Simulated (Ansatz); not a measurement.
Basis-set extrapolation for BFH4OSi (`OB(F)[SiH3]`) (PBE0-D4/def2-TZVP geometry, frozen core, Ansatz). Multiplicity 1, RHF reference.

|  | def2-TZVPP | def2-QZVPP |
| --- | --- | --- |
| HF | -490.452892 | -490.471172 |
| MP2 correlation | -0.710967 | -0.770567 |
| CCSD(T) correlation | -0.766536 | not run |

Energies in hartree. Use E(X) = E(∞) + A·exp(−7.88·√X) for Hartree–Fock and E(X) = E(∞) + B·X^(−2.97) for correlation, with X = 3 and 4, and add CCSD(T) minus MP2 of the smaller set to the MP2 limit.

Task: What is the CCSD(T) energy at the basis-set limit?

Result: HF limit: -490.471172 + (-0.018280) × 0.13774 = -490.47369. MP2 limit: -0.770567 + (-0.059600) × 0.74074 = -0.81472. Higher-order term: -0.766536 − (-0.710967) = -0.05557. Total: -491.34398 hartree, 3.39 eV below CCSD(T)/def2-TZVPP.
